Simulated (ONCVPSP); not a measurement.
**Before and after: ONCV potential for Ag**

Ag, optimised norm-conserving Vanderbilt (ONCV), made with ONCVPSP 4.0.1 (PBE, scalar-relativistic). Core [Ar] 3d10, reference 4s2 4p6 4d10 5s1. Waves: 4s+5s: rc 1.25 bohr, ncon 3, nbas 8, qcut 10.5 1/bohr, 2 projectors; 4p: rc 1.00 bohr, ncon 4, nbas 7, qcut 7.1 1/bohr, 1 projector; 4d: rc 1.75 bohr, ncon 4, nbas 8, qcut 9.7 1/bohr, 3 projectors, debl 3.9 Ha. Local part: polynomial inside 0.80 bohr (lpopt 5, dvloc0 1 Ha). Core correction: polynomial model core, fcfact 0.15.

Change: local potential polynomial inside 0.80 bohr (lpopt 5, dvloc0 -2 Ha).

Cutoffs: the cutoffs (Ha) at which the residual kinetic energy of the hardest occupied pseudo-wave falls to 1 and 0.1 mHa per electron; they do not see the model core or the augmentation charge, which bear on the density cutoff. Errors are all-electron minus pseudo energies relative to the spin-unpolarised reference configuration.

Question: What does the change do?

Answer: The potential gets neither clearly harder nor softer (128 Ha and 152 Ha → 128 Ha and 152 Ha); the lowest positive-energy flag moves from s at 90.0 eV to s at 23.5 eV; the errors of the 4 common tests hardly move; neither file shows a bound ghost.

| quantity | base | changed |
| --- | --- | --- |
| cutoff, loose | 128 Ha | 128 Ha |
| cutoff, tight | 152 Ha | 152 Ha |
| bound ghosts | none | none |
| GHOST(+) flags under 300 eV | s at 90.0 eV | s at 23.5 eV |
| error for 4s2 4p6 4d10 5s0, meV [ΔE 7.76 eV] | -1.1 | -1.2 |
| error for 4s2 4p6 4d9 5s0, meV [ΔE 29.87 eV] | -3.2 | -3.5 |
| error for 4s2 4p6 4d8 5s0, meV [ΔE 66.06 eV] | -0.6 | -0.8 |
| error for 4s2 4p6 4d10 5s0.5, meV [ΔE 3.02 eV] | -0.5 | -0.5 |
| s: phases at 1.27 bohr within 0.05 rad from the reference energy up to (Ha; the scan ends near 5) | n/a | to the end of the scan |
| p: phases at 1.02 bohr within 0.05 rad from the reference energy up to (Ha; the scan ends near 5) | 2.7 | 2.2 |
| d: phases at 1.77 bohr within 0.05 rad from the reference energy up to (Ha; the scan ends near 5) | to the end of the scan | to the end of the scan |
| rms error of d²Exc/dni dnj with the model core, mHa | 0.29 | 0.30 |
